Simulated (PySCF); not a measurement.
PySCF input file for C2H3O3, SMILES COC([O])=O, multiplicity 2, TDA-PBE0/def2-SVPD. The structure is a stationary point at r2SCAN-D4/def2-SVP. A frequency run showed that this geometry is not a minimum. The isomer is the one that the SMILES or the coordinates give; other isomers of the formula were not compared.

```python
import numpy as np
from pyscf import gto, scf, dft, tdscf

mol = gto.M(
    atom='''
    C    -0.04147643    1.80385329   -0.00000000
    O     0.69594162    0.57068020    0.00000000
    C     0.01191008   -0.55833918   -0.00000000
    O     0.63710492   -1.65064575   -0.00000000
    O    -1.23155900   -0.64803661    0.00000000
    H    -1.12378133    1.61781563    0.00000000
    H     0.24463952    2.36655847    0.89870890
    H     0.24463952    2.36655847   -0.89870890
    ''',
    basis='def2-SVPD',
    charge=0,
    spin=1,
    max_memory=1600,
    verbose=4,
)
mf = dft.UKS(mol, xc='pbe0').density_fit(auxbasis='def2-universal-jkfit')
mf.grids.level = 3
mf.conv_tol = 1e-9
mf.max_cycle = 100
mf.kernel()
fine, coarse = mf.grids, dft.Grids(mol).set(level=1).build(with_non0tab=True)
for _ in range(3):  # follow internal instabilities
    mf.grids = coarse
    mo, _, stable, _ = mf.stability(return_status=True, nroots=4)
    mf.grids = fine
    if stable:
        break
    mf.kernel(mf.make_rdm1(mo, mf.mo_occ))
mf.grids = dft.Grids(mol).set(level=1).build(with_non0tab=True)  # coarser grid for the response kernel
td = tdscf.TDA(mf)
td.nstates = 10
td.conv_tol = 1e-4
td.positive_eig_threshold = 1e-6
td.kernel(x0=td.get_init_guess(mf, 15))
td.analyze()
```

It prints:

```
PySCF version 2.14.0

[INPUT] verbose = 4
[INPUT] num. atoms = 8
[INPUT] num. electrons = 39
[INPUT] charge = 0
[INPUT] spin (= nelec alpha-beta = 2S) = 1
[INPUT] symmetry False subgroup None
[INPUT] Mole.unit = angstrom
[INPUT] Symbol           X                Y                Z      unit          X                Y                Z       unit  Magmom
[INPUT]  1 C     -0.041476430000   1.803853290000   0.000000000000 AA   -0.078379093325   3.408788686996   0.000000000000 Bohr   0.0
[INPUT]  2 O      0.695941620000   0.570680200000   0.000000000000 AA    1.315139060486   1.078429282712   0.000000000000 Bohr   0.0
[INPUT]  3 C      0.011910080000  -0.558339180000   0.000000000000 AA    0.022506789322  -1.055108134814   0.000000000000 Bohr   0.0
[INPUT]  4 O      0.637104920000  -1.650645750000   0.000000000000 AA    1.203953811413  -3.119268396177   0.000000000000 Bohr   0.0
[INPUT]  5 O     -1.231559000000  -0.648036610000   0.000000000000 AA   -2.327309216243  -1.224611711592   0.000000000000 Bohr   0.0
[INPUT]  6 H     -1.123781330000   1.617815630000   0.000000000000 AA   -2.123638937599   3.057228460741   0.000000000000 Bohr   0.0
[INPUT]  7 H      0.244639520000   2.366558470000   0.898708900000 AA    0.462301692045   4.472147366070   1.698313686709 Bohr   0.0
[INPUT]  8 H      0.244639520000   2.366558470000  -0.898708900000 AA    0.462301692045   4.472147366070  -1.698313686709 Bohr   0.0

nuclear repulsion = 174.674817955885
number of shells = 55
number of NR pGTOs = 189
number of NR cGTOs = 133
basis = def2-SVPD
ecp = {}


******** <class 'pyscf.df.df_jk.DFUKS'> ********
method = DFUKS
initial guess = minao
damping factor = 0
level_shift factor = 0
DIIS = <class 'pyscf.scf.diis.CDIIS'>
diis_start_cycle = 1
diis_space = 8
diis_damp = 0
SCF conv_tol = 1e-09
SCF conv_tol_grad = None
SCF max_cycles = 100
direct_scf = False
number electrons alpha = 20  beta = 19
XC library pyscf.dft.libxc version 7.1.2
    S. Lehtola, C. Steigemann, M. J. T. Oliveira, and M. A. L. Marques,  SoftwareX 7, 1–5 (2018)
XC functionals = pbe0
    C. Adamo and V. Barone,  J. Chem. Phys. 110, 6158 (1999)
    M. Ernzerhof and G. E. Scuseria,  J. Chem. Phys. 110, 5029 (1999)
radial grids:
    Treutler-Ahlrichs [JCP 102, 346 (1995); DOI:10.1063/1.469408] (M4) radial grids

becke partition: Becke, JCP 88, 2547 (1988); DOI:10.1063/1.454033
pruning grids: <function nwchem_prune>
grids dens level: 3
symmetrized grids: False
atomic radii adjust function: <function treutler_atomic_radii_adjust>
small_rho_cutoff = 0
Set gradient conv threshold to 3.16228e-05
tot grids = 99912
******** <class 'pyscf.df.df.DF'> ********
auxbasis = def2-universal-jkfit
init E= -303.786175904514
  alpha nocc = 20  HOMO = -0.370586462566881  LUMO = -0.0147121260125092
  beta  nocc = 19  HOMO = -0.372424929426172  LUMO = -0.370586462566881

WARN: HOMO -0.370586462566881 >= LUMO -0.370586462566881

cycle= 1 E= -302.984491253752  delta_E= 0.802  |g|= 0.536  |ddm|= 2.52
  alpha nocc = 20  HOMO = -0.291184977961424  LUMO = 8.92373966738802e-05
  beta  nocc = 19  HOMO = -0.282113444413876  LUMO = -0.132209103529448
  HOMO = -0.282113444414  LUMO = -0.132209103529  gap/eV = 4.07910
cycle= 2 E= -302.877106886088  delta_E= 0.107  |g|= 0.784  |ddm|= 1.21
  alpha nocc = 20  HOMO = -0.358871458944082  LUMO = 0.0154149668325392
  beta  nocc = 19  HOMO = -0.347907335512663  LUMO = -0.201686493666991
  HOMO = -0.347907335513  LUMO = -0.201686493667  gap/eV = 3.97887
cycle= 3 E= -303.093831113447  delta_E= -0.217  |g|= 0.106  |ddm|= 0.752
  alpha nocc = 20  HOMO = -0.357617688338893  LUMO = 0.014385200607566
  beta  nocc = 19  HOMO = -0.346156321995409  LUMO = -0.197560534254315
  HOMO = -0.346156321995  LUMO = -0.197560534254  gap/eV = 4.04350
cycle= 4 E= -303.094405102846  delta_E= -0.000574  |g|= 0.104  |ddm|= 0.148
  alpha nocc = 20  HOMO = -0.365091718046224  LUMO = 0.0151682388925232
  beta  nocc = 19  HOMO = -0.348221521969469  LUMO = -0.196371153418558
  HOMO = -0.348221521969  LUMO = -0.196371153419  gap/eV = 4.13206
cycle= 5 E= -303.098570946665  delta_E= -0.00417  |g|= 0.0188  |ddm|= 0.0768
  alpha nocc = 20  HOMO = -0.362865624590045  LUMO = 0.0154681192699401
  beta  nocc = 19  HOMO = -0.348277520968916  LUMO = -0.196188980669227
  HOMO = -0.348277520969  LUMO = -0.196188980669  gap/eV = 4.13854
cycle= 6 E= -303.098689431827  delta_E= -0.000118  |g|= 0.0121  |ddm|= 0.0232
  alpha nocc = 20  HOMO = -0.363806734779773  LUMO = 0.0154324981769598
  beta  nocc = 19  HOMO = -0.347346870685713  LUMO = -0.194453765158379
  HOMO = -0.347346870686  LUMO = -0.194453765158  gap/eV = 4.16043
cycle= 7 E= -303.098751725213  delta_E= -6.23e-05  |g|= 0.0057  |ddm|= 0.0124
  alpha nocc = 20  HOMO = -0.364214271633705  LUMO = 0.0154486741276887
  beta  nocc = 19  HOMO = -0.347672359092343  LUMO = -0.194680703113062
  HOMO = -0.347672359092  LUMO = -0.194680703113  gap/eV = 4.16312
cycle= 8 E= -303.098770133042  delta_E= -1.84e-05  |g|= 0.00348  |ddm|= 0.0074
  alpha nocc = 20  HOMO = -0.364213576166328  LUMO = 0.0154997753780575
  beta  nocc = 19  HOMO = -0.347434035811689  LUMO = -0.194404783130809
  HOMO = -0.347434035812  LUMO = -0.194404783131  gap/eV = 4.16414
cycle= 9 E= -303.098779100867  delta_E= -8.97e-06  |g|= 0.00191  |ddm|= 0.00645
  alpha nocc = 20  HOMO = -0.364230918642647  LUMO = 0.0155526730613766
  beta  nocc = 19  HOMO = -0.347554733486683  LUMO = -0.194522388141942
  HOMO = -0.347554733487  LUMO = -0.194522388142  gap/eV = 4.16422
cycle= 10 E= -303.098782423466  delta_E= -3.32e-06  |g|= 0.000768  |ddm|= 0.00492
  alpha nocc = 20  HOMO = -0.364268890547802  LUMO = 0.0155517091803208
  beta  nocc = 19  HOMO = -0.34756305397433  LUMO = -0.19452634374229
  HOMO = -0.347563053974  LUMO = -0.194526343742  gap/eV = 4.16434
cycle= 11 E= -303.098782928873  delta_E= -5.05e-07  |g|= 0.000243  |ddm|= 0.00199
  alpha nocc = 20  HOMO = -0.364240549639669  LUMO = 0.0155610047818913
  beta  nocc = 19  HOMO = -0.347536478764325  LUMO = -0.194494908279252
  HOMO = -0.347536478764  LUMO = -0.194494908279  gap/eV = 4.16447
cycle= 12 E= -303.098782979433  delta_E= -5.06e-08  |g|= 0.000106  |ddm|= 0.000569
  alpha nocc = 20  HOMO = -0.364244275822936  LUMO = 0.0155641372825038
  beta  nocc = 19  HOMO = -0.347548118490408  LUMO = -0.194508487340915
  HOMO = -0.34754811849  LUMO = -0.194508487341  gap/eV = 4.16442
cycle= 13 E= -303.098782988483  delta_E= -9.05e-09  |g|= 3.39e-05  |ddm|= 0.000332
  alpha nocc = 20  HOMO = -0.364245487805651  LUMO = 0.0155631109009723
  beta  nocc = 19  HOMO = -0.347548171825  LUMO = -0.19450746110294
  HOMO = -0.347548171825  LUMO = -0.194507461103  gap/eV = 4.16445
cycle= 14 E= -303.098782989178  delta_E= -6.95e-10  |g|= 1.23e-05  |ddm|= 7.02e-05
  alpha nocc = 20  HOMO = -0.364245579760695  LUMO = 0.0155635275965334
  beta  nocc = 19  HOMO = -0.347546263945326  LUMO = -0.19450585081559
  HOMO = -0.347546263945  LUMO = -0.194505850816  gap/eV = 4.16444
Extra cycle  E= -303.098782989008  delta_E= 1.7e-10  |g|= 2.48e-05  |ddm|= 3.05e-05
converged SCF energy = -303.098782989008  <S^2> = 0.7584217  2S+1 = 2.008404
tot grids = 33320
uhf_internal: lowest eigs of H = [0.05496001 0.13469894 0.18708506 0.29309357]
<class 'pyscf.df.df_jk.DFUKS'> wavefunction is stable in the internal stability analysis
tot grids = 33320
Overwritten attributes  positive_eig_threshold  of <class 'pyscf.tdscf.uks.TDA'>


******** <class 'pyscf.tdscf.uks.TDA'> for <class 'pyscf.df.df_jk.DFUKS'> ********
nstates = 10
deg_eia_thresh = 1.000e-03
wfnsym = None
conv_tol = 0.0001
eigh lindep = 1e-12
eigh level_shift = 0
eigh max_cycle = 100


Excitation energies (eV)
[1.04277301 2.55934682 2.62565568 4.0882514  5.35029537 5.67769544
 6.8438083  7.11248831 7.40126836 7.54698915]

** Excitation energies and oscillator strengths **
Excited State   1:      1.04277 eV   1188.99 nm  f=0.0000
      18b ->   20b      0.99565
Excited State   2:      2.55935 eV    484.44 nm  f=0.0416
      19a ->   22a      0.18506
      12b ->   20b     -0.11922
      18b ->   22b     -0.17268
      19b ->   20b     -0.94336
Excited State   3:      2.62566 eV    472.20 nm  f=0.0000
      14b ->   20b     -0.19345
      17b ->   20b     -0.97715
Excited State   4:      4.08825 eV    303.27 nm  f=0.0019
      13b ->   20b     -0.11161
      15b ->   20b      0.32836
      16b ->   20b     -0.93169
Excited State   5:      5.35030 eV    231.73 nm  f=0.0082
      12b ->   20b      0.28423
      13b ->   20b     -0.20530
      15b ->   20b      0.86225
      16b ->   20b      0.34388
Excited State   6:      5.67770 eV    218.37 nm  f=0.0001
      11b ->   20b     -0.30846
      14b ->   20b      0.92222
      17b ->   20b     -0.20873
Excited State   7:      6.84381 eV    181.16 nm  f=0.0190
      19a ->   22a     -0.13840
      12b ->   20b     -0.77400
      13b ->   20b     -0.53068
      15b ->   20b      0.13182
      18b ->   22b      0.23677
Excited State   8:      7.11249 eV    174.32 nm  f=0.0029
      19a ->   22a      0.66878
      17b ->   22b      0.11678
      18b ->   22b      0.71525
Excited State   9:      7.40127 eV    167.52 nm  f=0.0001
      19b ->   22b      0.98902
Excited State  10:      7.54699 eV    164.28 nm  f=0.0113
      20a ->   22a     -0.17204
      12b ->   20b      0.47338
      13b ->   20b     -0.78696
      15b ->   20b     -0.34436

** Transition electric dipole moments (AU) **
state          X           Y           Z        Dip. S.      Osc.
  1        -0.0000      0.0000      0.0440      0.0019      0.0000
  2        -0.6889      0.4338     -0.0000      0.6627      0.0416
  3         0.0000     -0.0000     -0.0174      0.0003      0.0000
  4         0.0956     -0.1015     -0.0000      0.0194      0.0019
  5        -0.1698      0.1831     -0.0000      0.0624      0.0082
  6         0.0000     -0.0000     -0.0232      0.0005      0.0001
  7         0.3031     -0.1472     -0.0000      0.1135      0.0190
  8        -0.1103      0.0685      0.0000      0.0169      0.0029
  9         0.0000      0.0000      0.0188      0.0004      0.0001
 10        -0.0736     -0.2362     -0.0000      0.0612      0.0113

** Transition velocity dipole moments (imaginary part, AU) **
state          X           Y           Z        Dip. S.      Osc.
  1         0.0000     -0.0000      0.0090      0.0001      0.0014
  2         0.1470     -0.0626     -0.0000      0.0255      0.1810
  3        -0.0000      0.0000     -0.0068      0.0000      0.0003
  4        -0.0326      0.0168      0.0000      0.0013      0.0060
  5         0.0298      0.0294     -0.0000      0.0018      0.0060
  6        -0.0000      0.0000     -0.0060      0.0000      0.0001
  7         0.0051     -0.0016     -0.0000      0.0000      0.0001
  8        -0.0018      0.0036     -0.0000      0.0000      0.0000
  9        -0.0000      0.0000      0.0007      0.0000      0.0000
 10         0.0062     -0.0128     -0.0000      0.0002      0.0005

** Transition magnetic dipole moments (imaginary part, AU) **
state          X           Y           Z
  1         0.5964     -0.4308     -0.0000
  2        -0.0000     -0.0000     -0.1957
  3        -0.1997     -0.2946      0.0000
  4         0.0000      0.0000     -0.2925
  5        -0.0000      0.0000      0.5285
  6         0.1125      0.3143     -0.0000
  7        -0.0000      0.0000     -0.8607
  8        -0.0000      0.0000      0.0842
  9         0.4793     -0.2699     -0.0000
 10         0.0000     -0.0000     -0.0490
```

Self-consistency was reached.
